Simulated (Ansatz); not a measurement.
`B[SiH2]C(B)F` at its PBE0-D4/def2-TZVP geometry, where that method's forces vanish. Charge 0, multiplicity 1.

```xyz
12

B    -1.6094   -0.0061   -0.9428
Si   -0.5004    0.9325    0.4555
C     0.8849   -0.1705   -0.4058
B     1.4161   -0.8011    0.8438
F    -0.0215   -0.9515   -1.2396
H    -1.7487    0.5205   -2.0059
H    -2.3403   -0.8951   -0.6279
H    -0.6415    0.5398    1.8862
H    -0.1176    2.3661    0.3962
H     1.4753    0.4424   -1.0816
H     0.9596   -1.8084    1.2900
H     2.2435   -0.1685    1.4318
```

(1) What forces (eV/Å) does r2SCAN-D4/def2-TZVPP give on these atoms in Ansatz? (Estimate.)

Answers

(1) Ansatz gave: 
```
B1  -0.076  0.034 -0.009
Si2 -0.026  0.054  0.048
C3   0.303  0.242  0.282
B4   0.006 -0.019  0.020
F5  -0.217 -0.313 -0.301
H6   0.008 -0.027  0.037
H7   0.031  0.028 -0.018
H8   0.002  0.006 -0.018
H9   0.001 -0.015  0.010
H10 -0.019 -0.011 -0.016
H11  0.017  0.038 -0.017
H12 -0.030 -0.018 -0.018
```
